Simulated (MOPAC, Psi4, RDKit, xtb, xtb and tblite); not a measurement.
Two geometries of SMILES CC(C)CC=O (C5H10O), relaxed at GFN2-xTB with one dihedral held; other torsions can differ between them too.

Structure A

```
16

C     -0.6574     1.3659     0.2583
C     -0.3862    -0.0242    -0.3109
C     -1.5015    -0.9909     0.0787
C      0.9662    -0.5500     0.1788
C      2.1491     0.1302    -0.4423
O      2.1204     1.0113    -1.2534
H     -0.7025     1.3314     1.3456
H      0.1277     2.0560    -0.0379
H     -1.6058     1.7479    -0.1118
H     -0.3437     0.0506    -1.4023
H     -1.3351    -1.9736    -0.3576
H     -1.5512    -1.0979     1.1607
H     -2.4619    -0.6209    -0.2718
H      1.0515    -0.4458     1.2644
H      1.0643    -1.6178    -0.0419
H      3.1174    -0.2704    -0.0740
```

Structure B

```
16

C     -0.6167     1.3455     0.2390
C     -0.3623    -0.0551    -0.3078
C     -1.4901    -1.0022     0.0943
C      0.9872    -0.6016     0.2078
C      2.1061     0.1496    -0.4473
O      2.6132     1.1511    -0.0261
H     -0.7391     1.3120     1.3196
H      0.2139     2.0082     0.0102
H     -1.5212     1.7634    -0.1967
H     -0.3193    -0.0074    -1.4025
H     -1.3407    -1.9906    -0.3344
H     -1.5360    -1.0988     1.1768
H     -2.4449    -0.6179    -0.2564
H      1.0317    -0.4631     1.2892
H      1.0664    -1.6621    -0.0325
H      2.4111    -0.2679    -1.4288
```

Question: Which is lower in energy at the level B3LYP-D3(BJ)/def2-TZVP // GFN2-xTB (Psi4), and by how much?

Answer: A is lower, by 0.95 kcal/mol (dihedral C2–C4–C5–O6: 0° in A, 90° in B).

E(B) − E(A) in kcal/mol at the other levels, on the same two geometries: GFN2-xTB (xtb and tblite) 0.63; MMFF94 // GFN2-xTB (RDKit) 1.74; B3LYP/def2-TZVP // GFN2-xTB (Psi4) 1.00; PBE/def2-TZVP // GFN2-xTB (Psi4) 0.96; PBE-D3(BJ)/def2-TZVP // GFN2-xTB (Psi4) 0.92; UFF // GFN2-xTB (RDKit) -1.30; PM6, restricted, heats of formation // GFN2-xTB (MOPAC) 0.11; PM3, restricted, heats of formation // GFN2-xTB (MOPAC) 0.39; GFN1-xTB // GFN2-xTB (xtb) 0.82.
